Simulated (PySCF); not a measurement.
PbH from Hartree–Fock to correlated methods

State: ²Π (doublet), unpaired electrons π ↑. Set-up: H def2-SVPD, Pb def2-SVPD with ECP60; scalar-relativistic core potentials (PySCF 2.14). De refers to H + Pb in their high-spin ground configurations, without counterpoise correction. The functionals are run spin-unrestricted. A positive dipole means H(−)Pb(+).

```json
{"Level": "UHF", "Re (Å)": "1.848", "ωe (cm⁻¹)": "1647", "De (eV)": "1.43", "μ (D)": "1.01"}
{"Level": "UHF-MP2", "Re (Å)": "1.840", "ωe (cm⁻¹)": "1632", "De (eV)": "2.13", "μ (D)": "n/a"}
{"Level": "UHF-SCS-MP2", "Re (Å)": "1.848", "ωe (cm⁻¹)": "1613", "De (eV)": "2.22", "μ (D)": "n/a"}
{"Level": "UHF-CCSD", "Re (Å)": "1.857", "ωe (cm⁻¹)": "1564", "De (eV)": "2.30", "μ (D)": "n/a"}
{"Level": "UHF-CCSD(T)", "Re (Å)": "1.859", "ωe (cm⁻¹)": "1554", "De (eV)": "2.33", "μ (D)": "n/a"}
{"Level": "PBE", "Re (Å)": "1.880", "ωe (cm⁻¹)": "1535", "De (eV)": "2.48", "μ (D)": "1.16"}
{"Level": "BP86", "Re (Å)": "1.880", "ωe (cm⁻¹)": "1532", "De (eV)": "2.62", "μ (D)": "1.16"}
{"Level": "r²SCAN", "Re (Å)": "1.862", "ωe (cm⁻¹)": "1587", "De (eV)": "2.44", "μ (D)": "1.10"}
{"Level": "M06-L", "Re (Å)": "1.886", "ωe (cm⁻¹)": "1541", "De (eV)": "2.65", "μ (D)": "1.29"}
{"Level": "TPSSh", "Re (Å)": "1.865", "ωe (cm⁻¹)": "1588", "De (eV)": "2.60", "μ (D)": "1.17"}
{"Level": "PBE0", "Re (Å)": "1.858", "ωe (cm⁻¹)": "1599", "De (eV)": "2.39", "μ (D)": "1.08"}
{"Level": "LC-ωPBE", "Re (Å)": "1.833", "ωe (cm⁻¹)": "1680", "De (eV)": "2.33", "μ (D)": "0.96"}
```

The bond length runs from 1.833 Å (LC-ωPBE) to 1.886 Å (M06-L). De spans 1.43 eV (UHF, mean field) to 2.65 eV (M06-L, meta-GGA). Correlation at CCSD(T) changes the Hartree–Fock bond energy by +0.90 eV; the triples alone change it by +0.03 eV.

Correlated steps freeze 4 core orbitals. Correlated levels converge slowly with the basis: in double zeta they bind strong bonds too weakly, by up to about 1 eV, and carry superposition errors of some tenths. Spin–orbit coupling is left out, which matters for elements this heavy, above all for dissociation energies. The state is the lowest determinant that a PBE0 search found; another state may lie lower at other levels.
